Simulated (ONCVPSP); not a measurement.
## Transferability test, ONCV potential for tellurium (Te)

* Element: tellurium (Te)
* Generator: ONCVPSP 4.0.1
* Type: optimised norm-conserving Vanderbilt (ONCV)
* Functional: PBEsol
* Relativity: scalar-relativistic
* Frozen core: [Kr] 4d10
* Valence charge: 6
* Reference configuration: 5s2 5p4
* Partial waves: 5s: rc 1.90 bohr, ncon 5, nbas 9, qcut 2.7 1/bohr, local; 5p: rc 2.15 bohr, ncon 4, nbas 7, qcut 3.3 1/bohr, 2 projectors, debl 3.6 Ha; d scattering state at 0.46 Ha: rc 2.20 bohr, ncon 4, nbas 7, qcut 4.5 1/bohr, 2 projectors, debl 0.8 Ha
* Local potential: the s channel
* Core correction: Teter function, fcfact 3.5, rcfact 1.55

Energies are relative to the spin-unpolarised reference configuration 5s2 5p4; without spin polarisation the order of configurations can differ from experiment.

```json
{"valence configuration": "5s2 5p3", "charge": "+1", "ΔE all-electron (eV)": "9.753", "error AE − PS (meV)": "-15"}
{"valence configuration": "5s2 5p2", "charge": "+2", "ΔE all-electron (eV)": "27.722", "error AE − PS (meV)": "-97"}
{"valence configuration": "5s2 5p1", "charge": "+3", "ΔE all-electron (eV)": "54.679", "error AE − PS (meV)": "-329"}
{"valence configuration": "5s1 5p5", "charge": "0", "ΔE all-electron (eV)": "9.286", "error AE − PS (meV)": "-9.7"}
```

Note: ghosts flagged at negative energy: d at -11.3 eV; no localised positive-energy state flagged. A true bound ghost makes a file unfit for plane-wave use.
